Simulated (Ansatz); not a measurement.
Reactions of BH$_{9}$OSi$_{3}$, SMILES `O[SiH2]B([SiH3])[SiH3]`.

Computed with Ansatz on PBE0-D4/def2-TZVP structures; ΔE is electronic, products minus reactants. CCSD(T)/CBS adds triple-zeta CCSD(T) − MP2 to the extrapolated MP2 energy (def2 sets, frozen cores). This one scheme is used for every species, atoms too. For atomizations the MP2-based limit and the directly extrapolated one differ by several kJ/mol either way, and by 10 to 25 for some Ge, Se and Sn compounds, so smaller differences from it don't rank the levels. DFT in def2-TZVPP. No spin–orbit coupling; open shells (•) take unrestricted orbitals. Spin–orbit coupling would lower the free atoms: a little for B, O, Si. def2 core potentials past Kr. For Sn outer-core shells are correlated without core-valence functions, so the limit isn't a true one: a few kJ/mol of doubt a bond, and 10 to 20 or more in all where bonds break to atoms. Each species was taken in one conformer, which may not be the lowest.

```json
{"reaction": "`O[SiH2]B([SiH3])[SiH3]` → B• + 9 H• + O• + 3 Si•", "PBE0-D4 (kJ/mol)": "4330", "HF/CBS(def2) (kJ/mol)": "3316", "CCSD(T)/CBS(def2) (kJ/mol)": "4376"}
{"reaction": "`O[SiH2]B([SiH3])[SiH3]` + `[CH3][SnH3]` → `O[SiH2][CH2][SnH3]` + `[SiH3]B[SiH3]`", "PBE0-D4 (kJ/mol)": "-3", "HF/CBS(def2) (kJ/mol)": "-22", "CCSD(T)/CBS(def2) (kJ/mol)": "-15"}
{"reaction": "`O[SiH2]B([SiH3])[SiH3]` + `CN[SiH2]O` → `CN([SiH2]O)[SiH2]O` + `[SiH3]B[SiH3]`", "PBE0-D4 (kJ/mol)": "-60", "HF/CBS(def2) (kJ/mol)": "-83", "CCSD(T)/CBS(def2) (kJ/mol)": "-73"}
{"reaction": "`O[SiH2]B([SiH3])[SiH3]` + H₂ → `[SiH3]B([SiH3])[SiH3]` + H₂O", "PBE0-D4 (kJ/mol)": "58", "HF/CBS(def2) (kJ/mol)": "59", "CCSD(T)/CBS(def2) (kJ/mol)": "62"}
{"reaction": "`O[SiH2]B([SiH3])[SiH3]` → `[OH]`• + `[SiH2]B([SiH3])[SiH3]`•", "PBE0-D4 (kJ/mol)": "438", "HF/CBS(def2) (kJ/mol)": "344", "CCSD(T)/CBS(def2) (kJ/mol)": "466"}
{"reaction": "`O[SiH2]B([SiH3])[SiH3]` + H₂ → `[SiH3]B[SiH3]` + silanol", "PBE0-D4 (kJ/mol)": "-10", "HF/CBS(def2) (kJ/mol)": "-59", "CCSD(T)/CBS(def2) (kJ/mol)": "-18"}
```

Largest T1 diagnostic: 0.016, for `[SiH2]B([SiH3])[SiH3]`•.
